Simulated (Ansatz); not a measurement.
Cu3O2. Charge 0, multiplicity 2. Geometry B3LYP-D4/def2-SVP.

```xyz
5

Cu   -0.066    0.683    1.103
Cu    0.759    0.115   -1.048
Cu   -1.280   -1.431   -0.112
O     0.402   -1.107    0.445
O     0.185    1.740   -0.388
```

HSE06 is defined as in plane-wave codes, on full-range PBE exchange. Another isomer (doublet) lies 0.13 eV lower at PBE0-D4/def2-TZVP; other spin states weren't run for this one.

**Question.** Estimate the α-spin orbital energies around the gap (eV) in Ansatz with PBE-D4/def2-SVP, r2SCAN-D4/def2-TZVP, PBE0-D4/def2-SVP, PBE0-D4/def2-TZVP, HSE06-D4/def2-TZVP.

**Answer.** 
```
orbital  PBE-D4/def2-SVP  r2SCAN-D4/def2-TZVP  PBE0-D4/def2-SVP  PBE0-D4/def2-TZVP  HSE06-D4/def2-TZVP
HOMO−13            -6.29                -7.03             -8.16              -8.83               -8.40
HOMO−12            -6.23                -6.96             -8.07              -8.73               -8.30
HOMO−11            -6.05                -6.89             -8.02              -8.65               -8.23
HOMO−10            -6.03                -6.85             -7.92              -8.53               -8.10
 HOMO−9            -5.92                -6.71             -7.69              -8.30               -7.88
 HOMO−8            -5.84                -6.51             -7.59              -8.19               -7.78
 HOMO−7            -5.75                -6.41             -7.44              -8.04               -7.63
 HOMO−6            -5.68                -6.38             -7.37              -7.97               -7.56
 HOMO−5            -5.66                -6.35             -7.23              -7.83               -7.41
 HOMO−4            -5.22                -5.88             -6.57              -7.16               -6.74
 HOMO−3            -5.19                -5.86             -6.56              -7.13               -6.72
 HOMO−2            -4.69                -5.21             -5.86              -6.41               -6.00
 HOMO−1            -4.15                -4.85             -5.56              -6.13               -5.72
   HOMO            -4.10                -4.75             -5.44              -6.01               -5.60
   LUMO            -3.58                -3.79             -2.58              -2.99               -3.36
 LUMO+1            -2.18                -2.31             -1.01              -1.48               -1.84
 LUMO+2            -1.60                -1.73             -0.54              -0.94               -1.31
 LUMO+3             0.74                 0.19              1.84               0.90                0.54
 LUMO+4             1.16                 0.35              2.44               1.08                0.72
 LUMO+5             1.58                 1.69              2.47               2.20                1.84
 β HOMO            -3.94                -4.57             -5.19              -5.76               -5.35
 β LUMO            -3.54                -3.77             -2.55              -2.96               -3.33
```
